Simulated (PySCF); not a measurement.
MoO4, charge -2, singlet, at a GFN2-xTB geometry (such geometries of metal compounds can be far from the true shape) (core potentials on Mo) (in this run its highest filled SCF level lies above zero, so its values depend strongly on the basis, on diffuse functions most of all). Base run: PBE/def2-SVP (PySCF).

Here is a job for PySCF.
```python
from pyscf import gto, scf, dft

mol = gto.M(
    atom='''
Mo    0.00000000   -0.00000000    0.00000000
O     1.39196717   -0.30250817   -0.96057373
O     0.47788879    0.29669542    1.62338530
O    -0.83104508    1.37333660   -0.61245111
O    -1.03881088   -1.36752385   -0.05036046
''',
    basis='def2-svp',
    ecp={'Mo': 'def2-svp'},
    charge=-2,
    verbose=4,
)

mf = dft.RKS(mol)
mf.xc = 'pbe'
mf.kernel()
mf.analyze()
```

Each row names what was changed in the base input (with any setting that the change needs).

```tsv
change	basis functions	E (Eh)	HOMO (eV)	HOMO-LUMO gap (eV)
base	87	-368.71064	5.03	3.63
basis = x2c-SVPall; relativity = spin-free X2C; nucleus = Gaussian (with nucmod='G'; without ecp={'Mo': 'def2-svp'})	109	-4348.42448	4.75	3.23
basis = x2c-TZVPall; relativity = spin-free X2C (without ecp={'Mo': 'def2-svp'})	187	-4349.22251	4.23	4.10
basis = jorge-DZP-DKH; relativity = none (without ecp={'Mo': 'def2-svp'})	108	-4253.84004	4.84	5.04
basis = x2c-TZVPall; relativity = none (without ecp={'Mo': 'def2-svp'})	187	-4234.88123	4.23	4.11
basis = jorge-DZP-DKH; relativity = spin-free X2C; nucleus = Gaussian (with nucmod='G'; without ecp={'Mo': 'def2-svp'})	108	-4348.30799	4.83	5.03
basis = jorge-DZP-DKH; relativity = spin-free X2C (without ecp={'Mo': 'def2-svp'})	108	-4348.35925	4.83	5.03
basis = x2c-TZVPall; relativity = spin-free X2C; nucleus = Gaussian (with nucmod='G'; without ecp={'Mo': 'def2-svp'})	187	-4349.17240	4.23	4.10
basis = x2c-SVPall; relativity = none (without ecp={'Mo': 'def2-svp'})	109	-4231.93920	4.75	3.25
basis = x2c-SVPall; relativity = spin-free X2C (without ecp={'Mo': 'def2-svp'})	109	-4348.47008	4.75	3.23
```

Totals shift with the method and basis; they matter in differences.

Basis sets contracted for a relativistic Hamiltonian are a mismatch without it, so the rows without relativity aren't non-relativistic limits. No row has spin-orbit coupling; sets with core potentials leave out the core electrons.
